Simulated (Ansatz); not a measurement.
Correlation energies of CH6OSeSn, SMILES `C[O][SnH2][SeH]` by basis set

Cartesian coordinates in Å:
```
C 0.083 0.742 -1.471
O 0.133 1.268 -0.170
Sn 0.255 0.053 1.366
Se -1.662 -1.590 1.258
H 0.998 0.192 -1.737
H -0.774 0.070 -1.617
H -0.020 1.575 -2.173
H 0.077 1.082 2.702
H 1.728 -0.803 1.248
H -0.817 -2.590 0.593
```

Total charge 0; spin multiplicity 1. Correlated methods include outer-core shells of Se, Sn, which these sets cover unevenly. Scalar relativity is left out up to krypton. Sn takes the def2 core potential. The structure was optimised at the PBE0-D4/def2-TZVP level. It is one conformer, not always the lowest. Frozen core, restricted reference, Ansatz 0.2.0.

```csv
basis,HF (Eh),MP2 corr.
def2-SVP,-2729.03533,-0.68295
def2-TZVPP,-2729.48609,-1.02023
def2-QZVPP,-2729.54170,-1.56841
```

Problem. Estimate the CCSD correlation energy and the (T) correction in each basis where they were run (hartree).

Solution. 
```
     basis  CCSD corr.       (T)
  def2-SVP    -0.72309  -0.01915
def2-TZVPP    -1.04359  -0.03660
```
